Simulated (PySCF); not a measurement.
# 31P shifts, computed and measured

Computed: GIAO PBE0/pcSseg-2, gas phase, PySCF SCF with an in-house response code, geometries PBE0-D3(BJ)/def2-SVP, one conformer, no vibrational averaging, against isolated H3PO4 at the same level. Measured: against 85 % H3PO4, in the medium listed. The two scales can differ by a constant.

| compound (atom-mapped SMILES) | atom | computed / ppm | measured / ppm | medium |
| --- | --- | --- | --- | --- |
| [CH3:1][CH2:2][P:3](=[O:4])([CH2:5][CH3:6])[CH2:7][c:8]1[cH:9][cH:10][cH:11][cH:12][cH:13]1 | P3 | 25.4 | 49.2 | CDCl3 |
| [CH3:1][CH2:2][CH2:3][CH2:4][P:5]([CH2:6][CH:7]([CH3:8])[CH3:9])[CH:10]1[CH2:11][CH2:12][CH2:13][CH2:14]1 | P5 | -43.2 | -22.1 | CDCl3 |
| [CH2:1]=[C:2]([CH3:3])[P:4](=[O:5])([c:6]1[cH:7][cH:8][cH:9][cH:10][cH:11]1)[c:12]1[cH:13][cH:14][cH:15][cH:16][cH:17]1 | P4 | 4.8 | 31.3 | CDCl3 |
| [O:1]=[P:2]([CH2:3][c:4]1[cH:5][cH:6][c:7]([Cl:8])[cH:9][cH:10]1)([c:11]1[cH:12][cH:13][cH:14][cH:15][cH:16]1)[c:17]1[cH:18][cH:19][cH:20][cH:21][cH:22]1 | P2 | -2.8 | 29.5 | CDCl3 |
| [cH:1]1[cH:2][cH:3][c:4]([PH:5][c:6]2[cH:7][cH:8][cH:9][cH:10][cH:11]2)[cH:12][cH:13]1 | P5 | -52.8 | -40.4 | CDCl3 |

(1) Give computed and measured shifts for these two.

```tsv
compound (atom-mapped SMILES)	atom
[S:1]=[P:2]([c:3]1[cH:4][cH:5][cH:6][cH:7][cH:8]1)([c:9]1[cH:10][cH:11][cH:12][cH:13][cH:14]1)[c:15]1[cH:16][cH:17][cH:18][cH:19][cH:20]1	P2
[CH3:1][C@H:2]([c:3]1[cH:4][cH:5][cH:6][cH:7][cH:8]1)[P:9](=[O:10])([c:11]1[cH:12][cH:13][cH:14][cH:15][cH:16]1)[c:17]1[cH:18][cH:19][cH:20][cH:21][cH:22]1	P9
```

(2) How well does this level do over the whole set?

Answers

(1) 
| compound (atom-mapped SMILES) | atom | computed / ppm | measured / ppm | medium |
| --- | --- | --- | --- | --- |
| [S:1]=[P:2]([c:3]1[cH:4][cH:5][cH:6][cH:7][cH:8]1)([c:9]1[cH:10][cH:11][cH:12][cH:13][cH:14]1)[c:15]1[cH:16][cH:17][cH:18][cH:19][cH:20]1 | P2 | 32.2 | 43 | not stated |
| [CH3:1][C@H:2]([c:3]1[cH:4][cH:5][cH:6][cH:7][cH:8]1)[P:9](=[O:10])([c:11]1[cH:12][cH:13][cH:14][cH:15][cH:16]1)[c:17]1[cH:18][cH:19][cH:20][cH:21][cH:22]1 | P9 | 11.0 | 34.21 | CDCl3 |

(2) Computed less measured averages -21.4 ppm, and the scatter about that mean is 7.0 ppm (rms) over 7 compounds.

Measured values:  Dissertation zur Erlangung des Doktorgrades der Fakultät für Chemie und Pharmazie der Ludwig-Maximilians-Univ; E. Pretsch, P. Bühlmann, M. Badertscher, Structure Determination of Organic Compounds, 4th ed., Springer 2009; supporting information or article, doi 10.1039/c2cc33908k; supporting information or article, doi 10.1039/c9gc01254k; supporting information or article, doi 10.1039/d2ra02812c; supporting information or article, doi 10.1039/d4ob00318g; supporting information or article, doi 10.1039/d5sc09520d.
